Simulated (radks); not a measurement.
The numbers below are computed, except where a source is named.
Valence configurations of Cl2+ (all share [Ne]). Level of theory: scalar-relativistic Kohn-Sham, PBE, spin-polarised, spherical densities, finite nucleus; open shells are filled with parallel spins first; Fermi nuclear charge, rms radius 3.3654 fm (a radial shooting solver on a logarithmic mesh with Libxc functionals). Energies are relative to 3s2 3p3; eigenvalues in eV for spin up.

valence,E (eV),moment (Bohr magnetons),e(3p),e(3s)
3s2 3p3,0.000,3,-33.089,-46.405
3s1.5 3p3.5,6.565,3,-33.392,-46.757
3s1 3p4,13.131,3,-33.694,-47.108
3s0.5 3p4.5,21.471,2,-33.559,-46.960
3p5,29.127,1,-33.318,-

NIST lists [Ne] 3s2 3p3 as the ground configuration; this level of theory agrees among the configurations tried. The energies are those of spherical high-spin densities, not of single terms.
